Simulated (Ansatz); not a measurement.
Reaction (formal exchange of groups at a C–C bond): `[SiH3]CCI` + `CI` → `ICCI` + `C[SiH3]`

Gas-phase electronic energies from Ansatz, PBE0-D4/def2-TZVP geometries. CCSD(T)/CBS adds triple-zeta CCSD(T) − MP2 to the extrapolated MP2 energy (def2 sets, frozen cores). This one scheme is used for every species. DFT in def2-TZVPP. HSE06 is defined as in plane-wave codes. def2 core potentials past Kr. For I outer-core shells are correlated without core-valence functions, which leaves a few kJ/mol of doubt a bond. Each species was taken in one conformer, which may not be the lowest.

| species | HSE06 energy (Eh) |
| --- | --- |
| `[SiH3]CCI` | -667.43728 |
| `CI` | -337.59136 |
| `ICCI` | -673.99242 |
| `C[SiH3]` | -331.04165 |

Task: Work out ΔE.

Result: ΔE = (-673.99242) + (-331.04165) − (-667.43728) − (-337.59136) = -0.00543 Eh = -3.4 kcal/mol. CCSD(T)/CBS gives -3.8 kcal/mol.

Largest T1 diagnostic among the species: 0.010.

In def2-TZVPP, CCSD(T) changes the Hartree–Fock value by −1.0 kcal/mol (the triples alone add −0.3 kcal/mol) and MP2 by −1.8 kcal/mol. Leaving LDA and LC-ωPBE aside and taking each functional with its dispersion term where it has one, the values, not all of them listed here, spread over 1.1 kcal/mol, from B97M-V to ωB97X-V.
